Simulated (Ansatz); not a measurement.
Consider the redistribution: `B[SiH2]OC` + `O[SiH]([SiH3])P` → `B[SiH](O)[SiH3]` + `CO[SiH2]P`.

Gas-phase electronic energies from Ansatz, PBE0-D4/def2-TZVP geometries. CCSD(T)/CBS is the MP2 limit (def2-TZVPP, def2-QZVPP) plus CCSD(T) − MP2 in def2-TZVPP, frozen cores. Functionals use def2-TZVPP. B3LYP here is the variant with VWN-RPA as its local correlation; programs differ in this. Each species was taken in one conformer, which may not be the lowest.

**Question.** Is it downhill or uphill in electronic energy at CCSD(T)/CBS, and by how much? (Estimate.)

**Answer.** The calculation gave: Nearly level: ΔE = -0.2 kcal/mol.

**Question.** What do these levels give: r2SCAN-D4, PBE0-D4, B3LYP-D4, ωB97M-V, B2PLYP, B3LYP, HF/def2-TZVPP, SCS-MP2/def2-TZVPP, CCSD/def2-TZVPP, HF/def2-QZVPP, MP2/def2-QZVPP, HF/CBS(def2)? (Best estimate.)

**Answer.** The calculation gave: r2SCAN-D4 -1.0, PBE0-D4 -0.6, B3LYP-D4 -0.4, ωB97M-V -0.3, B2PLYP -0.2, B3LYP -0.3, HF/def2-TZVPP 1.0, SCS-MP2/def2-TZVPP 0.2, CCSD/def2-TZVPP 0.0, HF/def2-QZVPP 1.0, MP2/def2-QZVPP -0.1, HF/CBS(def2) 1.0 kcal/mol.

Largest T1 diagnostic among the species: 0.014.

In def2-TZVPP, CCSD(T) changes the Hartree–Fock value by −1.2 kcal/mol (the triples alone add −0.2 kcal/mol) and MP2 by −1.1 kcal/mol.
